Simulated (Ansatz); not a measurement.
Isolated molecules relaxed with PBE0-D4/def2-TZVP in Ansatz; ΔE leaves out vibrations. CCSD(T)/CBS adds triple-zeta CCSD(T) − MP2 to the extrapolated MP2 energy (def2 sets, frozen cores). This one scheme is used for every species, atoms too. Functionals use def2-TZVPP. No spin–orbit coupling; open shells (•) take unrestricted orbitals. Spin–orbit coupling would lower the free atoms: a little for C, F, O; clearly for Ga. Bonds to Ga are less sure, by a few kJ/mol each and by 10 to 20 or more in all where they break to atoms, as the def2 sets lack core-valence functions. Scalar relativity is left out up to krypton.

Reaction (atomization): `CC1=CC(C(F)(F)F)=[O+][Ga-]([CH3])([CH3])[O]1` → 7 C• + 3 F• + Ga• + 10 H• + 2 O•

```
                                       species  PBE0-D4 energy (Eh)
`CC1=CC(C(F)(F)F)=[O+][Ga-]([CH3])([CH3])[O]1`          -2646.97916
                                            C•            -37.80537
                                            F•            -99.67617
                                           Ga•          -1924.55212
                                            H•             -0.50104
                                            O•            -75.01860
```

(1) Work out ΔE.

Largest T1 diagnostic among the species: 0.015.

Results:

(1) ΔE = 10 × (-0.50104) + 7 × (-37.80537) + 3 × (-99.67617) + 2 × (-75.01860) + (-1924.55212) − (-2646.97916) = 3.71334 Eh = +2330.2 kcal/mol. CCSD(T)/CBS gives +2308.4 kcal/mol.

Leaving LDA and LC-ωPBE aside and taking each functional with its dispersion term where it has one, the values, not all of them listed here, spread over 170.7 kcal/mol, from BHLYP-D4 to PBE-D4. LDA lies +335.8 kcal/mol from PBE without D4, its usual overbinding. At CCSD(T), def2-SVP lies −94.6 kcal/mol from the extrapolated value and def2-TZVPP −53.1 kcal/mol: correlation converges slowly with the basis, and small sets miss more of it in the bonded molecule than in its fragments.

For atomizations the MP2-based limit and the directly extrapolated one differ by several kJ/mol either way, and by 10 to 25 for some Ge, Se and Sn compounds, so smaller differences from it don't rank the levels.
